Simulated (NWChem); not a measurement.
System: TiH$_{4}$; SMILES [TiH4]

The following NWChem deck was run.

```
start job
memory heap 200 mb stack 900 mb global 1100 mb
geometry units angstroms noautoz
  Ti    -0.000010    -0.000000    -0.000013
  H     -0.074848    -1.355727     0.997582
  H      0.123295     1.387916     0.947181
  H     -1.395811     0.084066    -0.939919
  H      1.347376    -0.116251    -1.004877
end
basis spherical
  * library def2-svp
end
dft
  xc xpbe96 cpbe96
  iterations 150
  mulliken
end
task dft energy
```

Output (shortened):

```
             Northwest Computational Chemistry Package (NWChem) 7.3.0
             --------------------------------------------------------

 C1  symmetry detected

                             Geometry "geometry" -> ""
                             -------------------------

 Output coordinates in angstroms (scale by  1.889725989 to convert to a.u.)

  No.       Tag          Charge          X              Y              Z
 ---- ---------------- ---------- -------------- -------------- --------------
    1 Ti                  22.0000    -0.00000054    -0.00000132    -0.00000159
    2 H                    1.0000     0.77248391     1.13629175    -0.97514159
    3 H                    1.0000     1.13780952    -0.76702736     0.97762347
    4 H                    1.0000    -0.76859433    -1.14338094    -0.96989717
    5 H                    1.0000    -1.14168723     0.77414563     0.96745022

 Effective nuclear repulsion energy (a.u.)      28.7929292875

  pbe96 is a nonlocal functional; adding pw91lda local functional.

                                 NWChem DFT Module
                                 -----------------

 Summary of "ao basis" -> "ao basis" (spherical)
 ------------------------------------------------------------------------------
       Tag                 Description            Shells   Functions and Types
 ---------------- ------------------------------  ------  ---------------------
 Ti                         def2-svp                11       31   5s3p2d1f
 H                          def2-svp                 3        5   2s1p

            General Information
            -------------------
          SCF calculation type: DFT
          Wavefunction type:  closed shell.
          No. of atoms     :     5
          No. of electrons :    26
           Alpha electrons :    13
            Beta electrons :    13
          Charge           :     0
          Spin multiplicity:     1
          Use of symmetry is: off; symmetry adaption is: off
          Maximum number of iterations: 150
          AO basis - number of functions:    51
                     number of shells:    23
          Convergence on energy requested:  1.00D-06
          Convergence on density requested:  1.00D-05
          Convergence on gradient requested:  5.00D-04

              XC Information
              --------------
          PerdewBurkeErnzerhof Exchange Functional  1.000
            Perdew 1991 LDA Correlation Functional  1.000 local
           PerdewBurkeErnz. Correlation Functional  1.000 non-local

             Grid Information
             ----------------
          Grid used for XC integration:  medium
          Radial quadrature: Mura-Knowles
          Angular quadrature: Lebedev.
          Tag              B.-S. Rad. Rad. Pts. Rad. Cut. Ang. Pts.
          ---              ---------- --------- --------- ---------
          Ti                  1.40      112          10.0       590
          H                   0.35       45           9.0       434
          Grid pruning is: on
          Number of quadrature shells:   292
          Spatial weights used:  Erf1

      Superposition of Atomic Density Guess
      -------------------------------------

 Sum of atomic energies:        -850.25566262

      Non-variational initial energy
      ------------------------------

 Total energy =    -849.839067
 1-e energy   =   -1221.443405
 2-e energy   =     342.811408
 HOMO         =      -0.315026
 LUMO         =       0.028182

     ---------------------------------------------
      Total Density - Mulliken Population Analysis
     ---------------------------------------------

    Atom       Charge   Shell Charges
 -----------   ------   -------------------------------------------------------
    1 Ti  22    20.19   2.00  2.00  2.00  0.88  0.04  6.00  5.99  0.47  0.38  0.43  0.01
    2 H    1     1.45   0.82  0.63  0.00
    3 H    1     1.45   0.82  0.63  0.00
    4 H    1     1.45   0.82  0.63  0.00
    5 H    1     1.45   0.82  0.63  0.00

   convergence    iter        energy       DeltaE   RMS-Dens  Diis-err
 ---------------- ----- ----------------- --------- --------- ---------
 d= 0,ls=0.0,diis     1   -851.0126561176 -8.80D+02  7.79D-02  1.09D+00
 d= 0,ls=0.5,diis     2   -843.1906343637  7.82D+00  1.26D-02  3.79D+01
 d= 0,ls=0.5,diis     3   -844.9305829315 -1.74D+00  4.10D-03  3.60D+01
 d= 0,ls=0.5,diis     4   -844.6625782819  2.68D-01  1.03D-03  3.74D+01
 d= 0,ls=0.5,diis     5   -844.8044659299 -1.42D-01  3.71D-03  3.72D+01
 d= 0,ls=0.5,diis     6   -845.3682386352 -5.64D-01  7.39D-03  3.58D+01
 d= 0,ls=0.5,diis     7   -846.4750585636 -1.11D+00  1.11D-02  3.15D+01
 d= 0,ls=0.5,diis     8   -848.0443829567 -1.57D+00  1.19D-02  2.24D+01
 d= 0,ls=0.5,diis     9   -849.4200001476 -1.38D+00  7.52D-03  1.21D+01
 d= 0,ls=0.5,diis    10   -850.0276899971 -6.08D-01  5.30D-03  7.33D+00
 d= 0,ls=0.5,diis    11   -850.3655716065 -3.38D-01  9.47D-03  4.66D+00
 d= 0,ls=0.5,diis    12   -850.7981006956 -4.33D-01  7.99D-03  1.32D+00
 d= 0,ls=0.5,diis    13   -850.9836696872 -1.86D-01  9.30D-03  2.76D-01
 d= 0,ls=0.5,diis    14   -851.1016998616 -1.18D-01  9.21D-03  8.39D-02
 d= 0,ls=0.5,diis    15   -851.1770049748 -7.53D-02  8.07D-03  2.16D-01
 d= 0,ls=0.5,diis    16   -851.2294127731 -5.24D-02  6.28D-03  2.93D-01
  Resetting Diis
 d= 0,ls=0.5,diis    17   -851.2588794636 -2.95D-02  4.74D-03  3.59D-01
 d= 0,ls=0.5,diis    18   -851.2727330688 -1.39D-02  1.76D-02  4.16D-01
 d= 0,ls=0.5,diis    19   -851.3006304753 -2.79D-02  4.02D-03  4.91D-01
 d= 0,ls=0.5,diis    20   -851.3389401308 -3.83D-02  3.22D-03  2.44D-01
 d= 0,ls=0.5,diis    21   -851.3669776692 -2.80D-02  2.43D-03  8.76D-02
 d= 0,ls=0.5,diis    22   -851.3803128249 -1.33D-02  1.70D-03  2.70D-02
 d= 0,ls=0.5,diis    23   -851.3859549647 -5.64D-03  1.17D-03  8.61D-03
 d= 0,ls=0.5,diis    24   -851.3883592836 -2.40D-03  8.53D-04  3.92D-03
 d= 0,ls=0.5,diis    25   -851.3895918287 -1.23D-03  6.56D-04  2.28D-03
 d= 0,ls=0.5,diis    26   -851.3903282033 -7.36D-04  5.10D-04  1.34D-03
 d= 0,ls=0.5,diis    27   -851.3907670212 -4.39D-04  3.96D-04  8.01D-04
 d= 0,ls=0.5,diis    28   -851.3910361846 -2.69D-04  3.05D-04  4.41D-04
 d= 0,ls=0.5,diis    29   -851.3911940762 -1.58D-04  2.36D-04  2.50D-04
 d= 0,ls=0.5,diis    30   -851.3912869765 -9.29D-05  1.82D-04  1.46D-04
 d= 0,ls=0.5,diis    31   -851.3913423805 -5.54D-05  1.41D-04  8.51D-05
 d= 0,ls=0.5,diis    32   -851.3913754022 -3.30D-05  1.09D-04  4.99D-05
 d= 0,ls=0.5,diis    33   -851.3913951924 -1.98D-05  8.44D-05  2.90D-05
 d= 0,ls=0.5,diis    34   -851.3914069652 -1.18D-05  6.53D-05  1.70D-05
 d= 0,ls=0.5,diis    35   -851.3914139837 -7.02D-06  5.05D-05  9.97D-06
 d= 0,ls=0.5,diis    36   -851.3914181792 -4.20D-06  3.91D-05  5.85D-06
 d= 0,ls=0.5,diis    37   -851.3914206818 -2.50D-06  3.03D-05  3.44D-06
 d= 0,ls=0.5,diis    38   -851.3914221794 -1.50D-06  2.34D-05  2.01D-06
 d= 0,ls=0.5,diis    39   -851.3914230730 -8.94D-07  1.81D-05  1.17D-06
 d= 0,ls=0.5,diis    40   -851.3914236069 -5.34D-07  1.40D-05  6.80D-07
 d= 0,ls=0.5,diis    41   -851.3914239248 -3.18D-07  1.09D-05  3.97D-07
 d= 0,ls=0.5,diis    42   -851.3914241145 -1.90D-07  8.39D-06  2.32D-07

         Total DFT energy =     -851.391424227314
      One electron energy =    -1221.980573116071
           Coulomb energy =      384.982923005408
    Exchange-Corr. energy =      -43.186703404198
 Nuclear repulsion energy =       28.792929287546

 Numeric. integr. density =       26.000013231489

                       DFT Final Molecular Orbital Analysis
                       ------------------------------------

 Vector   11  Occ=2.000000D+00  E=-2.742087D-01
              MO Center=  6.1D-04, -6.8D-02, -3.9D-04, r^2= 2.6D+00
   Bfn.  Coefficient  Atom+Function         Bfn.  Coefficient  Atom+Function
  ----- ------------  ---------------      ----- ------------  ---------------
    15      0.399461  1 Ti d -2              42      0.232084  4 H  s
    37     -0.228060  3 H  s                 47     -0.210243  5 H  s
    32      0.206237  2 H  s                 11      0.179939  1 Ti pz
    43      0.173536  4 H  s                 38     -0.170527  3 H  s
    20      0.163371  1 Ti d -2              19     -0.160505  1 Ti d  2

 Vector   12  Occ=2.000000D+00  E=-2.741982D-01
              MO Center= -3.4D-02,  4.6D-02,  5.2D-01, r^2= 2.3D+00
   Bfn.  Coefficient  Atom+Function         Bfn.  Coefficient  Atom+Function
  ----- ------------  ---------------      ----- ------------  ---------------
    16      0.347475  1 Ti d -1              47      0.300880  5 H  s
    37     -0.282845  3 H  s                 18      0.254287  1 Ti d  1
    48      0.224987  5 H  s                 38     -0.211501  3 H  s
     9      0.174491  1 Ti px                21      0.142116  1 Ti d -1
    32     -0.113715  2 H  s                 23      0.104002  1 Ti d  1

 Vector   13  Occ=2.000000D+00  E=-2.741941D-01
              MO Center=  3.3D-02,  2.1D-02, -5.2D-01, r^2= 2.3D+00
   Bfn.  Coefficient  Atom+Function         Bfn.  Coefficient  Atom+Function
  ----- ------------  ---------------      ----- ------------  ---------------
    18      0.347976  1 Ti d  1              32      0.298328  2 H  s
    42     -0.285381  4 H  s                 16     -0.254038  1 Ti d -1
    33      0.223083  2 H  s                 43     -0.213405  4 H  s
    10     -0.174597  1 Ti py                23      0.142323  1 Ti d  1
    37     -0.111558  3 H  s                 21     -0.103903  1 Ti d -1

 Vector   14  Occ=0.000000D+00  E=-1.564665D-01
              MO Center= -3.6D-07, -1.2D-06,  3.2D-06, r^2= 8.2D-01
   Bfn.  Coefficient  Atom+Function         Bfn.  Coefficient  Atom+Function
  ----- ------------  ---------------      ----- ------------  ---------------
    17      0.787973  1 Ti d  0              22      0.363622  1 Ti d  0
    19     -0.062643  1 Ti d  2              24     -0.028907  1 Ti d  2
    15     -0.025133  1 Ti d -2

[...]
```

Level: PBE/def2-SVP. All runs use the structure optimised with PBE0/def2-SVP.
